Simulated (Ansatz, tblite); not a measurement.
Removing and adding an electron: the cluster Rb₂Cl (the lowest doublet isomer of a short search). Charge 0, multiplicity 2. Geometry: PBE-D4/def2-TZVP. Ansatz, gas phase; energy differences of separate SCF runs; the oxidised species is a singlet (the triplet lies 5.11 eV higher at PBE0-D4/def2-TZVP); the reduced species is a triplet (the singlet lies 0.00 eV higher at PBE0-D4/def2-TZVPD).

```xyz
3

Rb    0.7414   -1.9936    0.9446
Rb   -0.1257    2.3114    0.2410
Cl   -0.6157   -0.3178   -1.1857
```

In the def2 sets Rb takes a core potential; there is no spin–orbit coupling. The xTB rows come from tblite. Correlated methods freeze 5 core orbitals; core or outer-core shells of Rb are correlated, in sets that lack core-valence functions. The order of the spin states hangs on the level: the singlet lies 0.11 eV below the triplet at PBE-D4/def2-TZVPD, but 0.03 eV above it at r2SCAN-D4/def2-TZVPD. The singlet is doubtful at r2SCAN-D4/def2-TZVPD (restricted singlet with a triplet 0.03 eV lower at the same geometry). The structure comes from a short search, and lower isomers may exist.

```
               level  −HOMO (eV)  vertical IE (eV)  −LUMO (eV)  vertical EA (eV)  HOMO–LUMO gap (eV)  IE − EA (eV)                       remarks
            GFN1-xTB           –             11.01           –              5.59                   –          5.42                             –
            GFN2-xTB           –              9.83           –              1.86                   –          7.97                             –
       HF/def2-TZVPP           –              3.35           –                 –                   –             –                             –
    PBE-D4/def2-TZVP        2.28              3.88        1.62                 –                0.66             –                             –
   PBE-D4/def2-TZVPD        2.28                 –        1.62              0.53                0.66             –  HOMO above zero (-1 triplet)
 r2SCAN-D4/def2-TZVP        2.24              3.68        1.48                 –                0.76             –                             –
r2SCAN-D4/def2-TZVPD        2.23                 –        1.48              0.51                0.75             –  HOMO above zero (-1 triplet)
   PBE0-D4/def2-TZVP        2.62              3.79        1.23                 –                1.39             –                             –
  PBE0-D4/def2-TZVPD        2.61                 –        1.23              0.54                1.38             –  HOMO above zero (-1 triplet)
      MP2/def2-TZVPP           –              3.57           –                 –                   –             –                             –
     CCSD/def2-TZVPP           –              3.60           –                 –                   –             –                             –
  CCSD(T)/def2-TZVPP           –              3.61           –                 –                   –             –                             –
```

   A HOMO above zero means that the electron is unbound at that level or that self-interaction error raises the level; the energy of removing that electron tells which. HOMO and LUMO are the levels of the spin that leaves or enters (xTB has no such levels and no spin-polarisation term). Other spin states of the ions may lie lower, which would lower the ionisation energy or raise the affinity. Raw xTB energy differences between charge states are shifted by several eV; the methods need an empirical correction for them.
